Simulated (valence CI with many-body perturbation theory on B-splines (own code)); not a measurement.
# E1 line list for Tm LVII

Method: configuration interaction combined with many-body perturbation theory (CI+MBPT): three valence electrons over a frozen Dirac-Fock core [Ne], a basis of 11 s, 11 p, 9 d, 7 f, 5 g, 2 h, 1 i functions for each j, with the one-electron correlation potential Σ1 (screened to all orders), the two-electron term Σ2, the three-electron term Σ3, Breit, model QED; selected single and double excitations, second order for the rest (own B-spline code, finite nucleus).

No measured spectrum was set against this ion. As an estimate, large intervals hold to a few tenths of a per cent, small ones and those within an open d or f shell to about a per cent.

Lines 1 to 50 of 256 in falling wavelength, among levels below 9385.4 × 10³ cm⁻¹, chosen from the strongest by gf and those to the six lowest levels. Wavelengths and rates use the calculated energies. Electric multipoles are in the length gauge, E1 and E2 with the static RPA response of the core. Weak lines are less certain than strong ones. Lines between different terms over intervals too small for the method are left out, as are lines whose strength nearly cancels. The highest levels of a list are the least certain.

Levels are named by their leading jj configuration (3d3/2^4 stands for four electrons in 3d with j = 3/2), which in mixed levels can hold well under half, so a name can repeat and another be missing. Letters in brackets count levels of one name in rising energy.

```csv
λ vac (Å),Upper,Lower,A (s⁻¹),S (a.u.) with core polarisation,S without
111.5,(3s^2 3p3/2) J=3/2,(3s 3p1/2^2) J=1/2,7.14e+07,1.95e-04,1.98e-04
109.2,(3p1/2 3p3/2 3d3/2) J=7/2,(3s 3p3/2 3d3/2) J=5/2 [b],4.51e+09,2.32e-02,2.36e-02
104.8,(3s 3p1/2 3d3/2) J=5/2,(3s^2 3d3/2) J=3/2,7.36e+09,2.51e-02,2.55e-02
101.3,(3s 3p1/2 3p3/2) J=3/2 [a],(3s^2 3p3/2) J=3/2,1.67e+09,3.43e-03,3.48e-03
97.22,(3p1/2 3p3/2 3d5/2) J=7/2 [b],(3s 3p3/2 3d5/2) J=5/2 [b],1.01e+10,3.67e-02,3.74e-02
95.44,(3p1/2 3p3/2 3d5/2) J=9/2,(3s 3p3/2 3d5/2) J=7/2 [b],8.32e+09,3.57e-02,3.63e-02
89.44,(3s 3p1/2 3d5/2) J=7/2,(3s^2 3d5/2) J=5/2,1.86e+10,5.26e-02,5.34e-02
89.32,(3s 3p1/2 3p3/2) J=5/2,(3s^2 3p3/2) J=3/2,1.12e+10,2.36e-02,2.40e-02
85.64,(3p1/2^2 3d3/2) J=3/2,(3s 3p1/2 3d3/2) J=1/2,1.38e+10,1.71e-02,1.74e-02
84.36,(3p1/2 3p3/2 3d5/2) J=9/2,(3s 3p3/2 3d5/2) J=7/2 [a],1.24e+10,3.66e-02,3.72e-02
83.93,(3p1/2^2 3p3/2) J=3/2,(3s 3p1/2 3p3/2) J=3/2 [b],6.35e+09,7.41e-03,7.54e-03
83.59,(3s 3p1/2 3d5/2) J=5/2 [b],(3s^2 3d5/2) J=5/2,1.42e+10,2.46e-02,2.50e-02
82.90,(3s 3p1/2^2) J=1/2,(3s^2 3p1/2) J=1/2,3.01e+10,1.69e-02,1.72e-02
81.87,(3p1/2 3p3/2 3d3/2) J=7/2,(3s 3p3/2 3d3/2) J=7/2,1.56e+10,3.38e-02,3.44e-02
81.22,(3p1/2 3p3/2 3d5/2) J=5/2 [a],(3s 3p3/2 3d5/2) J=3/2 [a],1.96e+10,3.11e-02,3.16e-02
80.94,(3s 3p1/2 3d5/2) J=3/2,(3s^2 3d5/2) J=5/2,2.05e+10,2.14e-02,2.18e-02
80.48,(3p1/2 3p3/2 3d5/2) J=3/2 [b],(3s 3p3/2 3d5/2) J=1/2,2.38e+10,2.45e-02,2.49e-02
80.28,(3p1/2^2 3d5/2) J=5/2,(3s 3p1/2 3d5/2) J=3/2,3.10e+10,4.75e-02,4.83e-02
80.17,(3p1/2 3p3/2 3d3/2) J=7/2,(3s 3p3/2 3d3/2) J=5/2 [a],7.86e+09,1.60e-02,1.63e-02
78.11,(3s 3p1/2 3p3/2) J=3/2 [b],(3s^2 3p3/2) J=3/2,1.98e+10,1.87e-02,1.90e-02
78.08,(3p1/2 3p3/2 3d5/2) J=3/2 [a],(3s 3p3/2 3d5/2) J=5/2 [a],3.34e+10,3.14e-02,3.19e-02
77.83,(3p1/2^2 3d5/2) J=5/2,(3s 3p1/2 3d5/2) J=5/2 [b],3.21e+10,4.48e-02,4.55e-02
76.93,(3s 3p1/2 3d3/2) J=3/2 [a],(3s 3p1/2 3p3/2) J=3/2 [b],1.96e+10,1.76e-02,1.79e-02
75.68,(3p1/2 3p3/2 3d5/2) J=5/2 [a],(3s 3p3/2 3d5/2) J=5/2 [a],1.95e+10,2.51e-02,2.55e-02
74.93,(3p1/2 3p3/2 3d5/2) J=7/2 [b],(3s 3p3/2 3d5/2) J=7/2 [a],1.96e+10,3.26e-02,3.31e-02
74.66,(3p1/2 3p3/2^2) J=5/2,(3s 3p3/2^2) J=5/2,2.33e+10,2.87e-02,2.91e-02
73.96,(3p1/2^2 3p3/2) J=3/2,(3s 3p1/2 3p3/2) J=5/2,4.12e+10,3.29e-02,3.35e-02
73.89,(3s 3p1/2 3p3/2) J=1/2,(3s^2 3p3/2) J=3/2,2.65e+10,1.05e-02,1.07e-02
73.79,(3p1/2 3p3/2 3d5/2) J=5/2 [b],(3s 3p3/2 3d5/2) J=7/2 [a],2.87e+10,3.41e-02,3.47e-02
73.45,(3p1/2^2 3d3/2) J=3/2,(3s 3p1/2 3d3/2) J=5/2,6.57e+10,5.14e-02,5.22e-02
73.37,(3p1/2^2 3d5/2) J=5/2,(3s 3p1/2 3d5/2) J=7/2,6.01e+10,7.03e-02,7.14e-02
73.27,(3p1/2 3p3/2 3d5/2) J=7/2 [a],(3s 3p3/2 3d5/2) J=9/2,4.58e+10,7.12e-02,7.24e-02
72.85,(3p1/2 3p3/2^2) J=3/2,(3s 3p3/2^2) J=5/2,4.40e+10,3.36e-02,3.41e-02
71.71,(3s 3p1/2 3d3/2) J=5/2,(3s 3p1/2 3p3/2) J=3/2 [b],5.23e+09,5.71e-03,5.81e-03
71.08,(3p1/2 3p3/2 3d3/2) J=5/2 [b],(3s 3p3/2 3d3/2) J=7/2,5.24e+10,5.57e-02,5.66e-02
70.41,(3p1/2 3p3/2 3d3/2) J=5/2 [a],(3p1/2 3p3/2^2) J=5/2,2.18e+10,2.25e-02,2.29e-02
70.21,(3p1/2 3p3/2 3d3/2) J=3/2 [b],(3s 3p3/2 3d3/2) J=5/2 [a],2.85e+10,1.95e-02,1.98e-02
70.11,(3p1/2 3p3/2 3d5/2) J=9/2,(3s 3p3/2 3d5/2) J=9/2,3.35e+10,5.69e-02,5.79e-02
68.68,(3p1/2^2 3d3/2) J=3/2,(3s 3p1/2 3d3/2) J=3/2 [a],3.60e+10,2.31e-02,2.34e-02
68.47,(3s 3p1/2 3d3/2) J=3/2 [a],(3s 3p1/2 3p3/2) J=5/2,2.38e+10,1.51e-02,1.53e-02
67.38,(3p1/2^2 3p3/2) J=3/2,(3s 3p1/2 3p3/2) J=3/2 [a],1.83e+10,1.11e-02,1.13e-02
64.31,(3s 3p1/2 3d3/2) J=5/2,(3s 3p1/2 3p3/2) J=5/2,9.58e+09,7.54e-03,7.65e-03
62.97,(3s 3p1/2 3d3/2) J=1/2,(3s 3p1/2 3p3/2) J=3/2 [b],1.86e+08,4.58e-05,4.70e-05
62.79,(3s 3p1/2 3d3/2) J=3/2 [a],(3s 3p1/2 3p3/2) J=3/2 [a],4.80e+07,2.35e-05,2.42e-05
61.40,(3s 3p1/2 3d3/2) J=3/2 [b],(3s 3p1/2 3p3/2) J=3/2 [b],4.96e+09,2.27e-03,2.30e-03
59.27,(3s 3p1/2 3d3/2) J=5/2,(3s 3p1/2 3p3/2) J=3/2 [a],1.92e+08,1.18e-04,1.20e-04
58.11,(3s^2 3d3/2) J=3/2,(3s^2 3p3/2) J=3/2,2.62e+08,1.02e-04,1.02e-04
55.89,(3s 3p1/2 3d3/2) J=3/2 [b],(3s 3p1/2 3p3/2) J=5/2,9.88e+08,3.40e-04,3.47e-04
53.69,(3s 3p3/2 3d5/2) J=3/2 [a],(3s 3p3/2^2) J=3/2,4.50e+10,1.38e-02,1.40e-02
53.31,(3s 3p1/2 3d5/2) J=5/2 [a],(3s 3p1/2 3p3/2) J=3/2 [b],1.79e+09,8.04e-04,8.15e-04
```
